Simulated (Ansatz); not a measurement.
Reaction (ligand exchange at the Si–S bond): `OCS[SiH3]` + `NB(O)O` → `NB(O)O[SiH3]` + `OCS`

Program: Ansatz. Geometries: PBE0-D4/def2-TZVP. ΔE: electronic, gas phase. CBS: MP2 limit from def2 TZ/QZ plus the TZ coupled-cluster correction, frozen cores. This one scheme is used for every species. Functionals use def2-TZVPP. One conformer a species, not always the lowest.

`OCS[SiH3]`:

Cartesian coordinates in Å:
```
O 0.613 -1.125 -1.657
C -0.299 -1.247 -0.617
S -1.360 0.229 -0.351
Si -0.071 1.326 0.936
H 1.224 -0.410 -1.458
H -0.986 -2.048 -0.888
H 0.178 -1.504 0.336
H -0.700 2.649 1.163
H 1.268 1.511 0.307
H 0.134 0.619 2.228
```

`NB(O)O`:

Cartesian coordinates in Å:
```
N -0.205 1.004 0.546
B -0.023 -0.268 -0.037
O -0.640 -1.344 0.546
O 0.739 -0.497 -1.163
H 0.201 1.854 0.203
H -0.771 1.119 1.367
H -0.450 -2.155 0.070
H 1.148 0.286 -1.532
```

`NB(O)O[SiH3]`:

Cartesian coordinates in Å:
```
N -1.821 -0.972 -0.274
B -0.627 -0.381 0.185
O -0.228 -0.378 1.502
O 0.198 0.232 -0.722
Si 1.637 0.998 -0.496
H -2.067 -0.947 -1.247
H -2.489 -1.443 0.308
H -0.828 -0.815 2.108
H 2.076 1.471 -1.832
H 1.489 2.163 0.413
H 2.659 0.071 0.055
```

`OCS`:

```xyz
7

O     0.737    0.872    0.492
C     0.188   -0.182   -0.258
S    -1.548    0.119   -0.592
H     1.655    0.656    0.685
H     0.648   -0.265   -1.251
H     0.296   -1.143    0.255
H    -1.975   -0.056    0.669
```

| level | ΔE (kcal/mol) |
| --- | --- |
| revPBE-D4 | -2.4 |
| r2SCAN0-D4 | -6.1 |
| HF/def2-TZVPP | -12.4 |
| CCSD/def2-TZVPP | -8.7 |

What does CCSD(T)/CBS give? (Estimate.)

The calculation gave: -7.0 kcal/mol. The listed levels differ from it by 4.6, 0.9, -5.4, -1.7 kcal/mol.

Largest T1 diagnostic among the species: 0.012.

From BLYP to BHLYP (50 % exact exchange), in def2-TZVPP and without D4, ΔE moves by −2.7 kcal/mol. Leaving LDA and LC-ωPBE aside and taking each functional with its dispersion term where it has one, the values, not all of them listed here, spread over 6.7 kcal/mol, from BHLYP-D4 to revPBE-D4. In def2-TZVPP, CCSD(T) changes the Hartree–Fock value by +4.7 kcal/mol (the triples alone add +1.0 kcal/mol) and MP2 by +5.3 kcal/mol.
